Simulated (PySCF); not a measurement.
**NMR problem set**

[PySCF 2.14.0 with density-fitted response routines: GIAO PBE0/pcSseg-1 shieldings; coordinates at the GFN2-xTB level; non-relativistic Hamiltonian; fast rotation and ring inversion assumed for equivalent nuclei; no solvent; single conformer]

Chemical shifts δ = σref − σ; 1H (σ = 31.72 ppm) and 13C (σ = 186.93 ppm) vs TMS, all at this level. Where no couplings were computed, multiplicities follow the n + 1 count of equivalent neighbours, and m marks all less simple cases (inequivalent or close neighbours, rings, F or P nearby). Shifts are as computed. Against solution values, carbons near 30 ppm lie about +3 ppm off and those near 130 ppm about +5 ppm. Of 1211 compounds with measured shifts, 218 miss one by over three times the rms of a fit or turn the order of signals round; such compounds aren't used in these exercises.

**Question.** C₆H₁₂O₃. 1H NMR (400 MHz, computed): δ 5.43 (sept, 1H), 4.37 (q, 2H), 1.27 (t, 3H), 1.27 (d, 6H). 13C{1H} NMR (computed): δ 162.1 (C), 71.7 (CH), 65.6 (CH2), 24.4 (CH3), 16.6 (CH3). What is it?

**Answer.** `O(CC)C(=O)OC(C)C`. Rings plus π bonds: 1 (no ring in the answer). 5 carbon signals for 6 carbons: some carbons are equivalent by symmetry or fast rotation. Carbon types of the structure: 1 × C, 1 × CH, 1 × CH2, 3 × CH3, which accounts for all hydrogens. δC 162.1: carbonate carbon; it is a carbonyl in resonance with an O or N lone pair, the region of acids, esters and amides. δC 71.7: sp3 CH bonded to O; pulled downfield by the heteroatom. δC 65.6: sp3 CH2 bonded to O; pulled downfield by the heteroatom. δC 24.4, 16.6: methyl carbon; saturated and bonded to C and H only.

This is the structure that produced the data.

**Question.** C₇H₁₂O. 1H NMR (400 MHz, computed): δ 5.39 (m, 1H), 5.38 (m, 1H), 3.48 (s, 3H), 2.80 (m, 1H), 2.49 (m, 1H), 2.18 (m, 1H), 1.92 (m, 1H), 1.28 (s, 3H). 13C{1H} NMR (computed): δ 160.0 (C), 116.5 (CH2), 82.2 (C), 52.0 (CH3), 34.6 (CH2), 25.5 (CH2), 22.7 (CH3). What is it?

**Answer.** SMILES O([C@@]1(C)C(=C)CC1)C. Rings plus π bonds: 2 (1 ring in the answer). 7 carbon signals for 7 carbons: no two carbons are equivalent. Carbon types of the structure: 2 × C, 3 × CH2, 2 × CH3, which accounts for all hydrogens. δC 160.0: fully substituted alkene carbon; as expected for a trigonal carbon in a double bond. δC 116.5: terminal =CH2 carbon; the olefinic region. δC 82.2: allylic fully substituted sp3 carbon bonded to O; pulled downfield by the heteroatom. δH 3.48: hydrogen on a methyl carbon bonded to O; its carbon carries O, which withdraws density.

This is the structure that produced the data.
